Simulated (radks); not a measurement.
Spin polarisation of the 3p3 shell in Cl2+. Start: [Ne] 3s2 3p(up 1.5, down 1.5); electrons of 3p are moved from spin down to spin up, other shells keep equal spins. Calculated with a radial shooting solver on a logarithmic mesh with Libxc functionals: scalar-relativistic Kohn-Sham, PBEsol, spin-polarised, spherical densities, point nucleus.

moment (Bohr magnetons)  E - E(0) (eV)  e(3p up) (eV)  e(3p down) (eV)  3s down minus up (eV)
0                                0.000        -31.633          -31.633                  0.000
0.75                            -0.172        -32.059          -31.143                  0.965
1.5                             -0.690        -32.430          -30.575                  1.950
2.25                            -1.568        -32.748          -29.913                  2.976
3                               -2.824        -33.012          -29.133                  4.064

At moment 3 the spin-polarisation energy is -2.824 eV and the 3p exchange splitting 3.879 eV, that is 1.293 eV per Bohr magneton; E = -I m^2/4 would give I = 1.255 eV.
